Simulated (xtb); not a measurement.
A run for xtb: GFN2-xTB on SeN, 2S+1 = 2, a spin state set in the input, which need not be the lowest, a point of a bond scan (R = 1.738 Å).

```
$ xtb mol.xyz --gfn 2 --sp --chrg 0 --uhf 1
2

N      0.00000000     0.00000000     0.00000000
Se     0.00000000     0.00000000     1.73828200
```

The log:

```
[...]
           -------------------------------------------------
          |                Calculation Setup                |
           -------------------------------------------------



           -------------------------------------------------
          |                 G F N 2 - x T B                 |
           -------------------------------------------------

        Reference                      10.1021/acs.jctc.8b01176
      * Hamiltonian:
        H0-scaling (s, p, d)           1.850000    2.230000    2.230000
        zeta-weighting                 0.500000
      * Dispersion:
        s8                             2.700000
        a1                             0.520000
        a2                             5.000000
        s9                             5.000000
      * Repulsion:
        kExp                           1.500000    1.000000
        rExp                           1.000000
      * Coulomb:
        alpha                          2.000000
        third order                    shell-resolved
        anisotropic                    true
        a3                             3.000000
        a5                             4.000000
        cn-shift                       1.200000
        cn-exp                         4.000000
        max-rad                        5.000000


          ...................................................
          :                      SETUP                      :
          :.................................................:
          :  # basis functions                  14          :
          :  # atomic orbitals                  13          :
          :  # shells                            5          :
          :  # electrons                        11          :
          :  max. iterations                   250          :
          :  Hamiltonian                  GFN2-xTB          :
          :  restarted?                      false          :
          :  GBSA solvation                  false          :
          :  PC potential                    false          :
          :  electronic temp.          300.0000000     K    :
          :  accuracy                    1.0000000          :
          :  -> integral cutoff          0.2500000E+02      :
          :  -> integral neglect         0.1000000E-07      :
          :  -> SCF convergence          0.1000000E-05 Eh   :
          :  -> wf. convergence          0.1000000E-03 e    :
          :  Broyden damping             0.4000000          :
          :  net charge                          0          :
          :  unpaired electrons                  1          :
          ...................................................

 iter      E             dE          RMSdq      gap      omega  full diag
   1     -5.9788970 -0.597890E+01  0.161E+01    0.00       0.0  T
   2     -5.9309713  0.479257E-01  0.134E+01    0.00       1.0  T
   3     -5.9077857  0.231856E-01  0.885E+00    0.00       1.0  T
   4     -5.9972726 -0.894869E-01  0.110E+00    0.00       1.0  T
   5     -5.9973406 -0.680216E-04  0.947E-01    0.00       1.0  T
   6     -5.9975048 -0.164153E-03  0.168E-01    0.00       1.0  T
   7     -5.9975236 -0.188191E-04  0.191E-02    0.00       3.7  T
   8     -5.9975240 -0.417879E-06  0.114E-02    0.00       6.2  T
   9     -5.9975240 -0.158595E-07  0.205E-03    0.00      34.5  T
  10     -5.9975241 -0.263386E-08  0.904E-04    0.00      78.2  T
  11     -5.9975241 -0.513635E-09  0.554E-05    0.00    1277.0  T

   *** convergence criteria satisfied after 11 iterations ***

         #    Occupation            Energy/Eh            Energy/eV
      -------------------------------------------------------------
         1        2.0000           -0.7713929             -20.9907
         2        2.0000           -0.5673984             -15.4397
         3        2.0000           -0.4603502             -12.5268
         4        2.0000           -0.4603502             -12.5268
         5        2.0000           -0.4518327             -12.2950
         6        0.5000           -0.3671808              -9.9915 (HOMO)
         7        0.5000           -0.3671808              -9.9915 (LUMO)
         8                         -0.1661977              -4.5225
         9                         -0.0424323              -1.1546
        10                         -0.0424323              -1.1546
        11                          0.0748872               2.0378
       ...                                ...                  ...
        13                          0.4669190              12.7055
      -------------------------------------------------------------
                  HL-Gap            0.0000000 Eh            0.0000 eV
             Fermi-level           -0.3883438 Eh          -10.5674 eV

 SCC (total)                   0 d,  0 h,  0 min,  0.003 sec
 SCC setup                      ...        0 min,  0.000 sec (  5.276%)
 Dispersion                     ...        0 min,  0.000 sec (  1.116%)
 classical contributions        ...        0 min,  0.000 sec (  0.766%)
 integral evaluation            ...        0 min,  0.000 sec ( 13.493%)
 iterations                     ...        0 min,  0.002 sec ( 58.880%)
 molecular gradient             ...        0 min,  0.000 sec ( 12.716%)
 printout                       ...        0 min,  0.000 sec (  7.038%)

         :::::::::::::::::::::::::::::::::::::::::::::::::::::
         ::                     SUMMARY                     ::
         :::::::::::::::::::::::::::::::::::::::::::::::::::::
         :: total energy              -5.989187417197 Eh    ::
         :: gradient norm              0.130055999850 Eh/a0 ::
         :: HOMO-LUMO gap              0.000000000007 eV    ::
         ::.................................................::
         :: SCC energy                -5.997524051039 Eh    ::
         :: -> isotropic ES            0.004914371515 Eh    ::
         :: -> anisotropic ES          0.002628351453 Eh    ::
         :: -> anisotropic XC          0.005560808208 Eh    ::
         :: -> dispersion             -0.000577602264 Eh    ::
         :: repulsion energy           0.008336633842 Eh    ::
         :: add. restraining           0.000000000000 Eh    ::
         :: total charge              -0.000000000000 e     ::
         :::::::::::::::::::::::::::::::::::::::::::::::::::::

           -------------------------------------------------
          |                Property Printout                |
           -------------------------------------------------

    * Orbital Energies and Occupations

         #    Occupation            Energy/Eh            Energy/eV
      -------------------------------------------------------------
         1        2.0000           -0.7713929             -20.9907
         2        2.0000           -0.5673984             -15.4397
         3        2.0000           -0.4603502             -12.5268
         4        2.0000           -0.4603502             -12.5268
         5        2.0000           -0.4518327             -12.2950
         6        0.5000           -0.3671808              -9.9915 (HOMO)
         7        0.5000           -0.3671808              -9.9915 (LUMO)
         8                         -0.1661977              -4.5225
         9                         -0.0424323              -1.1546
        10                         -0.0424323              -1.1546
        11                          0.0748872               2.0378
        12                          0.0748872               2.0378
        13                          0.4669190              12.7055
      -------------------------------------------------------------
                  HL-Gap            0.0000000 Eh            0.0000 eV
             Fermi-level           -0.3883438 Eh          -10.5674 eV
Note: The following floating-point exceptions are signalling: IEEE_DENORMAL
normal termination of xtb

     #   Z          covCN         q      C6AA      α(0)
     1   7 N        0.909    -0.167    24.617     7.177
     2  34 Se       0.909     0.167   221.372    26.075

 Mol. C6AA /au·bohr⁶  :        390.783142
 Mol. C8AA /au·bohr⁸  :      22030.778680
 Mol. α(0) /au        :         33.252088


Wiberg/Mayer (AO) data.
largest (>0.10) Wiberg bond orders for each atom

 ---------------------------------------------------------------------------
     #   Z sym  total        # sym  WBO       # sym  WBO       # sym  WBO
 ---------------------------------------------------------------------------
     1   7 N    2.508 --     2 Se   2.508
     2  34 Se   2.508 --     1 N    2.508
 ---------------------------------------------------------------------------

Topologies differ in total number of bonds
Writing topology from bond orders to xtbtopo.mol

molecular dipole:
                 x           y           z       tot (Debye)
 q only:        0.000       0.000       0.547
   full:       -0.000      -0.000       1.185       3.012
molecular quadrupole (traceless):
                xx          xy          yy          xz          yz          zz
 q only:       -0.899       0.000      -0.899       0.000       0.000       1.798
  q+dip:       -2.652       0.000      -2.652      -0.000      -0.000       5.305
   full:       -1.683       0.000      -1.683      -0.000      -0.000       3.367


           -------------------------------------------------
          | TOTAL ENERGY               -5.989187417197 Eh   |
          | GRADIENT NORM               0.130055999850 Eh/α |
          | HOMO-LUMO GAP               0.000000000007 eV   |
           -------------------------------------------------

------------------------------------------------------------------------
------------------------------------------------------------------------
 total:
 SCF:
```

The run finished.

Cost: very roughly 0.06 core-seconds.
